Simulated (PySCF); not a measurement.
Gas-phase reaction: TiCl₃NH₂ + Cl + H = TiCl₄.NH₃

Computed with PySCF and rigid-rotor harmonic-oscillator thermochemistry at 1 bar. † marks an energy on the PBE0/def2-TZVP geometry and frequencies; other levels use their own. MP2 freezes the core. 6-31G* has spherical d functions here. Open shells (unrestricted): Cl (multiplicity 2, electronic degeneracy 6), H (multiplicity 2); the rest are closed-shell singlets. Spin-orbit splitting is ignored; it lowers the true energy and changes the entropy of Cl. B3LYP is the form with VWN-RPA correlation. Adducts (TiCl₄.NH₃) have no counterpoise correction, and HF, PBE, BLYP, B3LYP and PBE0 lack dispersion. TiCl₃NH₂, TiCl₄.NH₃: computed as isolated molecules; such fragments, hydroxides, amides, oligomers or adducts are transient or little studied in the gas. MP2 isn't extrapolated to the basis-set limit; its ΔH°(298 K) is -535.1 kJ in def2-SVP and -555.0 kJ in def2-TZVPP. The harmonic model lacks anharmonicity and excited electronic states, which grow with temperature; levels with a mode under 35 cm⁻¹ are left out. Soft modes under 120 cm⁻¹ make the harmonic entropy rough for TiCl₃NH₂, TiCl₄.NH₃.

```csv
level,"ΔE electronic, kJ","ΔH°(298 K), kJ","ΔS°(298 K), J/K","ΔG°(1200 K), kJ"
B3LYP/6-31G*,-565,-530,-262,-205
B3LYP/def2-TZVP†,-560,-525,-262,-201
HF/def2-TZVP†,-437,-402,-262,-79
M06-2X/def2-TZVP†,-589,-554,-262,-230
MP2/def2-SVP†,-570,-535,-262,-211
MP2/def2-TZVPP†,-589,-555,-262,-231
PBE0/def2-QZVP†,-575,-541,-262,-217
PBE0/def2-SVP†,-582,-547,-262,-223
PBE0/def2-TZVP,-575,-540,-262,-216
ωB97M-V/def2-TZVP†,-589,-555,-262,-231
ωB97X-V/def2-TZVP†,-580,-546,-262,-222
```
ΔH° is lowest at MP2/def2-TZVPP† and highest at HF/def2-TZVP†. No reference value is set beside these.
